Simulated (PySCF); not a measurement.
Isomers of H9ClSi4. Isolated molecules, 0 K electronic values unless said otherwise. One relaxed conformer stands for each flexible species; it need not be the lowest. Strings in code marks are SMILES.

The S1 excitation (TDA) from two functionals at the same geometries (B3LYP-D3(BJ)/def2-TZVP), both in PySCF: PBE-D3(BJ)/def2-TZVP and B3LYP-D3(BJ)/def2-TZVP. B3LYP has the VWN-RPA correlation part, as in Gaussian. Excitations are Tamm–Dancoff values on a coarser integration grid. The basis has no diffuse functions, so Rydberg states are missing or too high.

| species | B3LYP-D3(BJ)/def2-TZVP (eV) |
|---|---|
| `[SiH3][Si]([SiH3])([SiH3])Cl` | 5.36 |
| `[SiH3][SiH2][Si@H](Cl)[SiH3]` (Si–Si–Si–Cl torsion 52°) | 5.42 |
| `Cl[SiH2][SiH]([SiH3])[SiH3]` (Si–Si–Si–Cl torsion 171°) | 5.77 |

**Question.** What does PBE-D3(BJ)/def2-TZVP give for each?

**Answer.** 
- `[SiH3][Si]([SiH3])([SiH3])Cl`: 4.96
- `[SiH3][SiH2][Si@H](Cl)[SiH3]` (Si–Si–Si–Cl torsion 52°): 5.05
- `Cl[SiH2][SiH]([SiH3])[SiH3]` (Si–Si–Si–Cl torsion 171°): 5.37
Over these rows, drawn at random from the members with no instability flagged (it was tested for open shells, ions and some series alone), PBE minus B3LYP-D3(BJ): mean -0.39 eV, from -0.40 eV to -0.37 eV.
